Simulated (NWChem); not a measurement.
## CH2NOSi (SMILES O=C=N[SiH2]): name the method

CH2NOSi has 6 atoms, charge 0, and is taken as a doublet. As SMILES, `O=C=N[SiH2]`. The coordinates come from a PBE0-D4/def2-TZVP relaxation.

```xyz
6

O     1.0897   -2.0257    1.6104
C     0.6485   -1.1778    0.9454
N     0.2163   -0.2849    0.2792
Si   -0.6833    0.5916   -0.8753
H     0.2613    1.2142   -1.8391
H    -1.4905    1.6187   -0.1668
```

Orbital energies are those of the mean-field step.

A calculation with NWChem 7.3.0 gave:

```yaml
total_energy: -457.9027 Eh
dipole_moment: 2.03 D
HOMO_energy: -9.28 eV
LUMO_energy: 0.52 eV
⟨S²⟩: 0.754
largest_force: 1.422 eV/Å
```

Problem. Which of these levels gave the numbers?
A. PBE0/6-311+G**
B. MP2/6-311+G**
C. B3LYP/6-311+G**
D. PBE/6-311+G**

Solution. B. The others give -458.5056 Eh (PBE0/6-311+G**), -458.4858 Eh (PBE/6-311+G**), -458.8411 Eh (B3LYP/6-311+G**).
